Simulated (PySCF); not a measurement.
Atoms are numbered as in `[F:1][CH2:2][O:3][C:4]1=[C:5]([F:6])[CH:7]=[CH:8][SiH2:9]1` (H(Xn): hydrogen on atom n).

PySCF calculation with σ from GIAO-PBE0/pcSseg-1 and coordinates at the GFN2-xTB level; one computed conformer, no solvent model, non-relativistic Hamiltonian, fast rotation and ring inversion assumed for equivalent nuclei.

Shifts are taken against calculated references (same method and geometry level): TMS for 13C (186.93 ppm).

Question: Do the 13C shifts follow the atomic charges (in e)? Tabulate both.

Answer: 
| atoms | hybridisation | δ (ppm) | σ para (ppm) | Hirshfeld | IAO | Mulliken | ESP-fitted |
| --- | --- | --- | --- | --- | --- | --- | --- |
| C5 | sp2 | 155.4 | -222 | +0.04 | +0.19 | +0.19 | +0.37 |
| C7 | sp2 | 154.7 | -223 | -0.05 | -0.14 | -0.09 | -0.27 |
| C4 | sp2 | 142.6 | -215 | -0.04 | -0.12 | -0.10 | -0.21 |
| C8 | sp2 | 117.6 | -193 | -0.15 | -0.45 | -0.39 | -0.43 |
| C2 | sp3 | 108.0 | -162 | +0.09 | +0.24 | +0.38 | +0.27 |

Correlation coefficients of δ with charge over these carbons: Hirshfeld -0.00, IAO +0.08, Mulliken -0.09, ESP-fitted +0.04; with the paramagnetic shielding -0.96. Among the 4 sp2 carbons alone: Hirshfeld +0.89, IAO +0.87, Mulliken +0.88, ESP-fitted +0.67. With so few points, grouped by hybridisation, these coefficients are fragile. Charge is one influence among several: hybridisation and low-lying excitations act through the paramagnetic term.

Shifts are as computed. Against solution values, carbons near 30 ppm lie about +3 ppm off and those near 130 ppm about +5 ppm. Of 1211 compounds with measured shifts, 218 miss one by over three times the rms of a fit or turn the order of signals round; such compounds aren't used in these exercises.
